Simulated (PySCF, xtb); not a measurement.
arsenic trifluoride anion (AsF3), SMILES F[As](F)F (connectivity only; charge and spin as stated), charge -1, multiplicity 2.

Harmonic wavenumbers (cm⁻¹) from GFN2-xTB in xtb at its own minimum, in rising order: 33, 145, 248, 290, 354, 454.

Task: What does PBE-D3(BJ)/def2-SVPD (PySCF 2.14.0) give at its own minimum? (Estimate from the structure and the level; the computed values follow.)

Result: 93, 161, 256, 403, 404, 560. Paired by order, the mean absolute difference is 59 cm⁻¹ and the zero-point energies are 2.2 and 2.7 kcal/mol.
